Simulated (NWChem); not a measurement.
System: boron monoxide dimer (B$_{2}$O$_{2}$); SMILES O=BB=O

Input file for NWChem:

```
start job
memory heap 200 mb stack 900 mb global 1100 mb
geometry units angstroms
  O     -1.978662    -0.058262    -0.266148
  B     -0.801816    -0.023568    -0.107969
  B      0.801816     0.023568     0.107969
  O      1.978662     0.058262     0.266148
end
basis spherical
  O library 6-31g*
  B library 6-31g*
end
dft
  xc b3lyp
  iterations 150
end
driver
  maxiter 150
  tight
end
task dft optimize
```

Excerpt of the output:

```
             Northwest Computational Chemistry Package (NWChem) 7.3.0
             --------------------------------------------------------

 ORDER OF PRIMARY AXIS IS BEING SET TO 4
 D4H symmetry detected

 AUTOZ failed to generate good internal coordinates.
 Cartesian coordinates will be used in optimizations.

                             Geometry "geometry" -> ""
                             -------------------------

 Output coordinates in angstroms (scale by  1.889725989 to convert to a.u.)

  No.       Tag          Charge          X              Y              Z
 ---- ---------------- ---------- -------------- -------------- --------------
    1 O                    8.0000     0.00000000     0.00000000    -1.99733135
    2 B                    5.0000     0.00000000     0.00000000    -0.80939585
    3 B                    5.0000     0.00000000     0.00000000     0.80939585
    4 O                    8.0000     0.00000000     0.00000000     1.99733135

 Effective nuclear repulsion energy (a.u.)      67.3704377253

      Symmetry information
      --------------------

 Group name             D4h
 Group number             28
 Group order              16
 No. of unique centers     2

                           NWChem Geometry Optimization
                           ----------------------------

 maximum gradient threshold         (gmax) =   0.000015
 rms gradient threshold             (grms) =   0.000010
 maximum cartesian step threshold   (xmax) =   0.000060
 rms cartesian step threshold       (xrms) =   0.000040
 fixed trust radius                (trust) =   0.300000
 source of zmatrix                         =

          -------------------
          Energy Minimization
          -------------------

 Using diagonal initial Hessian

          --------
          Step   0

                                 NWChem DFT Module
                                 -----------------

 Summary of "ao basis" -> "ao basis" (spherical)
 ------------------------------------------------------------------------------
       Tag                 Description            Shells   Functions and Types
 ---------------- ------------------------------  ------  ---------------------
 O                           6-31g*                  6       14   3s2p1d
 B                           6-31g*                  6       14   3s2p1d

      Symmetry analysis of basis
      --------------------------

        a1g        12
        a1u         0
        a2g         0
        a2u        12
        b1g         2
        b1u         2
        b2g         2
        b2u         2
        eg         12
        eu         12

            General Information
            -------------------
          SCF calculation type: DFT
          Wavefunction type:  closed shell.
          No. of atoms     :     4
          No. of electrons :    26
           Alpha electrons :    13
            Beta electrons :    13
          Charge           :     0
          Spin multiplicity:     1
          Use of symmetry is: on ; symmetry adaption is: on
          Maximum number of iterations: 150
          AO basis - number of functions:    56
                     number of shells:    24
          Convergence on energy requested:  1.00D-06
          Convergence on density requested:  1.00D-05
          Convergence on gradient requested:  5.00D-04

              XC Information
              --------------
                         B3LYP Method XC Potential
                     Hartree-Fock (Exact) Exchange  0.200
                        Slater Exchange Functional  0.800 local
                    Becke 1988 Exchange Functional  0.720 non-local
              Lee-Yang-Parr Correlation Functional  0.810
                  VWN I RPA Correlation Functional  0.190 local

[...]

      ----------------------
      Optimization converged
      ----------------------

  Step       Energy      Delta E   Gmax     Grms     Xrms     Xmax
  ---- ---------------- -------- -------- -------- -------- --------
@    4    -200.23561548  8.6D-08  0.00001  0.00001  0.00001  0.00003
                                     ok       ok       ok       ok

                         Geometry "geometry" -> "geometry"
                         ---------------------------------

 Output coordinates in angstroms (scale by  1.889725989 to convert to a.u.)

  No.       Tag          Charge          X              Y              Z
 ---- ---------------- ---------- -------------- -------------- --------------
    1 O                    8.0000     0.00000000     0.00000000    -2.02424747
    2 B                    5.0000     0.00000000     0.00000000    -0.81956845
    3 B                    5.0000     0.00000000     0.00000000     0.81956845
    4 O                    8.0000     0.00000000     0.00000000     2.02424747

 Effective nuclear repulsion energy (a.u.)      66.4642494612

      Symmetry information
      --------------------

 Group name             D4h
 Group number             28
 Group order              16
 No. of unique centers     2

 ==============================================================================
                                internuclear distances
 ------------------------------------------------------------------------------
       center one      |      center two      | atomic units |  angstroms
 ------------------------------------------------------------------------------
    2 B                |   1 O                |     2.27651  |     1.20468
    3 B                |   2 B                |     3.09752  |     1.63914
    4 O                |   3 B                |     2.27651  |     1.20468
 ------------------------------------------------------------------------------
                         number of included internuclear distances:          3
 ==============================================================================
```

Level: B3LYP/6-31G* (spherical d).
